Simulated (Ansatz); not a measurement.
`C[N]([SiH3])[GeH3]` + `N=C(F)F` → `FC(F)=N[SiH3]` + `C[NH][GeH3]` at 400 K and 1 bar (ligand exchange at the Si–N bond).

Gas-phase electronic energies from Ansatz, PBE0-D4/def2-TZVP geometries. CCSD(T)/CBS adds triple-zeta CCSD(T) − MP2 to the extrapolated MP2 energy (def2 sets, frozen cores). For Ge outer-core shells are correlated without core-valence functions, which leaves a few kJ/mol of doubt a bond. Scalar relativity is left out up to krypton. Each species was taken in one conformer, which may not be the lowest.

```tsv
species	CCSD(T)/CBS energy (Eh)	H − E (kJ/mol)	S (J/(mol·K))
`C[N]([SiH3])[GeH3]`	-2463.36560	279.5	406.3
`N=C(F)F`	-292.91376	86.3	283.3
`FC(F)=N[SiH3]`	-583.21240	136.5	356.8
`C[NH][GeH3]`	-2173.06430	229.8	337.7
```

H − E and S are ideal-gas, rigid-rotor, harmonic terms from PBE0-D4/def2-TZVP, for one conformer and one mirror image of each species. 1 Eh = 2625.50 kJ/mol, R = 8.31446 J/(mol·K).

By hand: ΔE, ΔH, ΔS and ΔG.

ΔE = (-583.21240) + (-2173.06430) − (-2463.36560) − (-292.91376) = 0.00266 Eh = 7.0 kJ/mol. Δ(H − E) = 136.5 + 229.8 − 279.5 − 86.3 = 0.5, so ΔH = 7.5 kJ/mol. ΔS = 356.8 + 337.7 − 406.3 − 283.3 = 4.9 J/(mol·K). ΔG = 7.5 − 400 × (4.9)/1000 = 5.5 kJ/mol.

By hand: the equilibrium constant, and the temperature at which ΔG would vanish if ΔH and ΔS stayed fixed.

log₁₀ K = −ΔG/(RT ln 10) = -0.7. ΔG = 0 at ΔH/ΔS = 1531 K, though so small a ΔH makes that figure unsure.

The number of gas molecules stays the same, so ΔS is small and ΔH decides. The sign of ΔG lies within the doubt. A doubt of 5 kJ/mol in ΔE shifts log₁₀ K by 0.7 here. Other conformers and mirror images would add mixing entropy, several J/(mol·K) or more a flexible species. These are equilibria of isolated gas molecules and say nothing of rates. Largest T1 diagnostic: 0.013 (customary marks: 0.02 for closed shells, 0.045 for open ones).
